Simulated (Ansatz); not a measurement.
Spectroscopic constants of MgAl, multiplicity 2 (lowest of 2S+1 = 2, 4 at CCSD(T)/def2-TZVPP on PBE0 minima; our sources give no spin for the ground state, which may be another). The T1 diagnostic near the minimum is 0.067, so single-reference values are doubtful.

Seven points along R, fitted to fifth degree in 1/R; most abundant isotopes. In def2 and cc sets the state is the lowest found near the PBE0 minimum, followed along R.

Correlated levels freeze the inner cores; with def2 sets outer-core shells near the valence are correlated too.

Codes used: Ansatz (Gaussian orbitals). Each number belongs to the level named beside it.

Question: What bond length and harmonic frequency does SVWN5/def2-TZVPP give, and what D_e (from each atom's lowest state at the same level)?

Answer: r_e = 2.817 Å, ω_e = 228 cm⁻¹, D_e = 0.74 eV.

Question: What bond length and harmonic frequency does BHLYP/def2-TZVPP give, and what D_e (from each atom's lowest state at the same level)?

Answer: r_e = 3.000 Å, ω_e = 152 cm⁻¹, D_e = 0.21 eV.

Question: What bond length and harmonic frequency does B2PLYP/def2-TZVPP give, and what D_e (from each atom's lowest state at the same level)?

Answer: r_e = 2.938 Å, ω_e = 180 cm⁻¹, D_e = 0.28 eV.

Ansatz is an electronic-structure program.
